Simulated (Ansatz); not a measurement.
Geometry optimisation, RKS B3LYP/6-31G* in Ansatz.

Input:

```yaml
crystal:
  periodic: [false, false, false]
  atoms:
    - { symbol: C, position_ang: [-0.57087, 0.76121, -0.89373] }
    - { symbol: "N", position_ang: [0.16236, -0.34126, -0.26782] }
    - { symbol: Si, position_ang: [0.55458, -0.62978, 1.3206] }
    - { symbol: F, position_ang: [1.35752, -1.97192, 1.4623] }
    - { symbol: H, position_ang: [-1.4496, 0.3737, -1.40854] }
    - { symbol: H, position_ang: [-0.89044, 1.48733, -0.15326] }
    - { symbol: H, position_ang: [0.06653, 1.25912, -1.62353] }
    - { symbol: H, position_ang: [0.45965, -1.02659, -0.97097] }
    - { symbol: H, position_ang: [0.31028, 0.08819, 2.53495] }
total_charge: 1
basis:
  gaussian: { orbitals: "6-31G*" }
hamiltonian:
  xc: b3lyp
relax:
  f_tol: 0.015
  max_steps: 40
```

Run as:

```bash
$ ansatz run input.yaml --threads 1 --pin off --max-ram 2048MiB --backend cpu --events-out ev --progress --plain --runs-dir out
```

**Question.** Where does it end, and by what steps?

**Answer.** The run converged. Limits of this set-up: the dipole of an ion depends on the origin. After 7 steps the energy has fallen by 0.103 eV; H9 moved furthest, 0.25 Å.

```tsv
step	energy less start (eV)	largest force component (eV/Å)	accepted
0	0.0000	1.538	yes
1	-0.0638	0.608	yes
2	-0.0961	0.220	yes
3	-0.1006	0.127	yes
4	-0.1017	0.230	yes
5	-0.1033	0.026	yes
6	-0.1033	0.018	yes
7	-0.1034	0.005	yes
```

```xyz
9
Properties=species:S:1:pos:R:3
C -0.570 0.769 -0.857
N 0.185 -0.395 -0.319
Si 0.579 -0.688 1.247
F 1.385 -1.986 1.588
H -1.475 0.409 -1.352
H -0.849 1.445 -0.047
H 0.060 1.304 -1.571
H 0.474 -1.065 -1.032
H 0.212 0.207 2.343
```

Run time: 30 s on 1 thread of Arm Neoverse V1, on a shared host, peak memory 0.16 GiB.
